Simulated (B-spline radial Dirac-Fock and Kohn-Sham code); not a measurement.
# Subshell cross sections of Ge⁴⁺, photon energy 4380 eV

System: germanium as Ge⁴⁺, [Ar] 3d10.

Input of the calculation (task.json; shells as n, l, electrons):

```json
{"items": [{
  "Z": 32,
  "q": 4,
  "cfg": [[1, 0, 2], [2, 0, 2], [2, 1, 6], [3, 0, 2], [3, 1, 6], [3, 2, 10]],
  "A": 74,
  "rrms": 4.0742,
  "do": ["binding", "quiet", "photo"],
  "hv": [32.2, 55.1, 74.7, 84.5, 189.0, 492.0, 729.0, 768.0, 809.0, 1020.0, 1080.0, 2470.0, 4380.0, 9280.0, 13000.0, 17900.0, 24400.0, 29300.0, 59500.0, 63700.0, 67700.0, 78000.0, 85800.0, 158000.0]
}]}
```

Command: `python xray_run.py task.json out`

Calculated with a B-spline atomic structure program, using independent-particle photoionisation in a Dirac-Hartree-Slater potential with a Latter tail, all multipoles, thresholds from Dirac-Fock ΔSCF. The asymmetry parameter β is from the dipole term alone. Kinetic energies are from the vacuum level.

The last column is dσ/dΩ = σ/(4π) · [1 + β P₂(cos θ)] at θ = 0° from the polarisation vector of linearly polarised light.

```tsv
subshell	electrons	binding (eV)	kinetic (eV)	σ (kb)	β	dσ/dΩ (kb/sr)
L1 (2s)	2	1479.3	2900.7	12.7	2.00	3.03
L2 (2p1/2)	2	1310.8	3069.2	8.48	1.31	1.56
L3 (2p3/2)	4	1279.5	3100.5	15.8	1.33	2.93
M1 (3s)	2	245.3	4134.7	1.97	2.00	0.470
M2 (3p1/2)	2	189.0	4191.0	1.04	1.25	0.186
M3 (3p3/2)	4	184.7	4195.3	1.93	1.26	0.347
M4 (3d3/2)	4	88.72	4291.3	0.149	0.66	0.0197
M5 (3d5/2)	6	88.16	4291.8	0.215	0.65	0.0281
```

Branching ratios of the spin-orbit partners (statistical value in brackets): 2p 1.86 (2.00), 3p 1.86 (2.00), 3d 1.44 (1.50).

Run: 2.4 s of CPU time on 1 thread of Neoverse-V1 (shared host), peak memory 0.32 GiB.
